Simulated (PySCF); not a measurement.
# Correlation energy of Mg (magnesium, neutral)

[Ne] 3s1 3d1, high-spin 3D determinant (an excited configuration). Calculation: PySCF 2.14, in dyall-av2z; no relativity, point nucleus. Frozen: [Ne]; 2 electrons correlated; the 12 highest virtual orbitals of each spin left out.

With two correlated electrons CCSD is exact within the correlated space (frozen core and kept virtual orbitals).

```json
{"level": "CCSD", "correlation energy (mhartree)": "-2.60"}
```

Diagnostics: T1 = 0.0042, D1 = 0.0071, largest double amplitude 0.061.

The outer electron is Rydberg-like, and this basis confines it to a smaller radius and binds it less than a complete one would.

Cost of the coupled-cluster step: of the order of 0.9 core-seconds, for 2 correlated electrons.
